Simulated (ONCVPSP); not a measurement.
## Varying the ONCV potential for Se (Z = 34)

Base potential:

ONCVPSP 4.0.1 input, shortened (lines: element, Z, core and valence counts, functional; n l f; lmax; l rc ep ncon nbas qcut; lloc lpopt rc5 dvloc0; l nproj debl; icmod fcfact rcfact), LDA (Perdew-Zunger), scalar-relativistic:

```
  Se 34.00    6    2        3      upf
    1    0    2.00
    2    0    2.00
    2    1    6.00
    3    0    2.00
    3    1    6.00
    3    2   10.00
    4    0    1.50
    4    1    4.50
    2
    0    1.30    0.00    4    7    5.60
    1    1.75    0.00    3    6    4.00
    2    1.80    0.23    3    6    4.70
    4    5    1.00    0.00
    0    2    3.10
    1    3    2.10
    2    1    3.00
    3    4.25    1.80
```

All-electron outer shells of the reference configuration (LDA (Perdew-Zunger), scalar-relativistic, ld1.x):

```tsv
shell	level (eV)	outermost node (bohr)	outermost maximum (bohr)
3p	-153.51	0.21	0.50
3d	-54.18	–	0.45
4s	-17.91	0.70	1.49
4p	-6.97	0.74	1.80
```

Cutoffs, loose and tight: the cutoffs (Ha) at which the residual kinetic energy of the hardest occupied pseudo-wave falls to 1 and 0.1 mHa per electron. They do not see the model core or the augmentation charge, which bear on the density cutoff. Test errors are all-electron minus pseudo excitation energies from the reference, over the configurations 4s2 4p4; 4s2 4p3; 4s2 4p2; 4s2 4p1. A dash means not determined; rows that change the core or the reference have their own tests.

A true bound ghost makes a file unfit for plane-wave use even where its test errors are small: the radial tests pick states by their node count and pass the ghost by.

```tsv
change	outcome	cutoff, loose	cutoff, tight	bound ghosts	GHOST(+) flags above zero	largest test error (meV)
base	generated	30 Ha	71 Ha	s	s, p	-457
s: qcut 5.1	generated	30 Ha	71 Ha	s	s, p	-457
s: qcut 6.7	failed: ERROR pspot: first pseudo wave function has node, program will stop	–	–	–	–	–
s: qcut 7.6	failed: ERROR pspot: first pseudo wave function has node, program will stop	–	–	–	–	–
s: qcut 8.3	failed: ERROR pspot: first pseudo wave function has node, program will stop	–	–	–	–	–
```

**Question.** What comes out with this change to the base: s: qcut 5.7?

**Answer.** outcome: generated; cutoff, loose: 29 Ha; cutoff, tight: 70 Ha; bound ghosts: s; GHOST(+) flags above zero: s, p; largest test error (meV): -457.

**Question.** What comes out with this change to the base: s: qcut 4.1?

**Answer.** outcome: generated; cutoff, loose: 20 Ha; cutoff, tight: 67 Ha; bound ghosts: none; GHOST(+) flags above zero: s, p; largest test error (meV): -452.

**Question.** What comes out with this change to the base: s: qcut 3.4?

**Answer.** outcome: generated; cutoff, loose: 26 Ha; cutoff, tight: 48 Ha; bound ghosts: none; GHOST(+) flags above zero: s, p; largest test error (meV): -452.

Reading the sweep of the qcut of the s channel (base included, trends over the rows without a ghost): Bound ghosts are found at 5.1, 5.6, 5.7 1/bohr. The generation fails at 6.7, 7.6, 8.3 1/bohr.
